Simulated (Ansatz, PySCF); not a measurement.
C₃H₉NSi, SMILES C1C[SiH](N)C1. Atoms are numbered in the order given.

```xyz
14

N      2.1042    -0.2567    -0.3546
Si     0.5443     0.3207     0.0918
C     -0.9651     0.3650    -1.0603
C     -1.7898    -0.0964     0.1700
C     -0.6845    -0.7821     1.0161
H      2.2452    -1.1169    -0.8693
H      2.8998     0.3641    -0.4267
H      0.7845     1.6375     0.7604
H     -1.2985     1.2824    -1.5668
H     -0.9059    -0.4410    -1.8118
H     -2.6558    -0.7369    -0.0664
H     -2.1820     0.7820     0.7089
H     -0.7989    -0.7499     2.1091
H     -0.5622    -1.8367     0.7145
```

Geometry optimised at PBE0-D3(BJ)/def2-SVP. Other conformers were not sampled.

Two levels are set side by side: PBE-D3(BJ)/def2-SVP (Ansatz, a program for electronic structure) and PBE0-D3(BJ)/def2-SVP (Ansatz). Each level has its own optimised geometry; the coordinates shown are those of the second. Frequencies come from the Hessian of PySCF at each geometry. Differences are taken from unrounded values.

```tsv
quantity	PBE0-D3(BJ)
mean bond length (Å)	1.339
bond N1–Si2 (Å)	1.722
bond Si2–C3 (Å)	1.899
bond Si2–C5 (Å)	1.892
bond C3–C4 (Å)	1.551
bond C4–C5 (Å)	1.552
bond N1–H6 (Å)	1.012
bond N1–H7 (Å)	1.012
bond Si2–H8 (Å)	1.496
bond C3–H9 (Å)	1.100
bond C3–H10 (Å)	1.104
bond C4–H11 (Å)	1.103
bond C4–H12 (Å)	1.103
bond C5–H13 (Å)	1.099
bond C5–H14 (Å)	1.104
highest harmonic wavenumber (cm⁻¹)	3735
mean harmonic wavenumber (cm⁻¹)	1425
zero-point energy (kcal/mol)	73.33
```

**Question.** What does PBE-D3(BJ) give, and how far is it from PBE0-D3(BJ)? (The exact figures need the calculation; the answer reports its results.)

**Answer.** 
```json
[
 {"quantity": "mean bond length (Å)", "PBE-D3(BJ)": "1.349", "PBE-D3(BJ) minus PBE0-D3(BJ)": "0.010"},
 {"quantity": "bond N1–Si2 (Å)", "PBE-D3(BJ)": "1.739", "PBE-D3(BJ) minus PBE0-D3(BJ)": "0.017"},
 {"quantity": "bond Si2–C3 (Å)", "PBE-D3(BJ)": "1.916", "PBE-D3(BJ) minus PBE0-D3(BJ)": "0.017"},
 {"quantity": "bond Si2–C5 (Å)", "PBE-D3(BJ)": "1.904", "PBE-D3(BJ) minus PBE0-D3(BJ)": "0.012"},
 {"quantity": "bond C3–C4 (Å)", "PBE-D3(BJ)": "1.561", "PBE-D3(BJ) minus PBE0-D3(BJ)": "0.009"},
 {"quantity": "bond C4–C5 (Å)", "PBE-D3(BJ)": "1.562", "PBE-D3(BJ) minus PBE0-D3(BJ)": "0.010"},
 {"quantity": "bond N1–H6 (Å)", "PBE-D3(BJ)": "1.022", "PBE-D3(BJ) minus PBE0-D3(BJ)": "0.010"},
 {"quantity": "bond N1–H7 (Å)", "PBE-D3(BJ)": "1.022", "PBE-D3(BJ) minus PBE0-D3(BJ)": "0.010"},
 {"quantity": "bond Si2–H8 (Å)", "PBE-D3(BJ)": "1.507", "PBE-D3(BJ) minus PBE0-D3(BJ)": "0.011"},
 {"quantity": "bond C3–H9 (Å)", "PBE-D3(BJ)": "1.108", "PBE-D3(BJ) minus PBE0-D3(BJ)": "0.008"},
 {"quantity": "bond C3–H10 (Å)", "PBE-D3(BJ)": "1.112", "PBE-D3(BJ) minus PBE0-D3(BJ)": "0.008"},
 {"quantity": "bond C4–H11 (Å)", "PBE-D3(BJ)": "1.111", "PBE-D3(BJ) minus PBE0-D3(BJ)": "0.008"},
 {"quantity": "bond C4–H12 (Å)", "PBE-D3(BJ)": "1.111", "PBE-D3(BJ) minus PBE0-D3(BJ)": "0.008"},
 {"quantity": "bond C5–H13 (Å)", "PBE-D3(BJ)": "1.107", "PBE-D3(BJ) minus PBE0-D3(BJ)": "0.008"},
 {"quantity": "bond C5–H14 (Å)", "PBE-D3(BJ)": "1.112", "PBE-D3(BJ) minus PBE0-D3(BJ)": "0.008"},
 {"quantity": "highest harmonic wavenumber (cm⁻¹)", "PBE-D3(BJ)": "3597", "PBE-D3(BJ) minus PBE0-D3(BJ)": "-138"},
 {"quantity": "mean harmonic wavenumber (cm⁻¹)", "PBE-D3(BJ)": "1381", "PBE-D3(BJ) minus PBE0-D3(BJ)": "-44"},
 {"quantity": "zero-point energy (kcal/mol)", "PBE-D3(BJ)": "71.06", "PBE-D3(BJ) minus PBE0-D3(BJ)": "-2.27"}
]
```

Exact exchange shortens and stiffens bonds; PBE has none. Differences between two approximate levels are no errors against the true value.
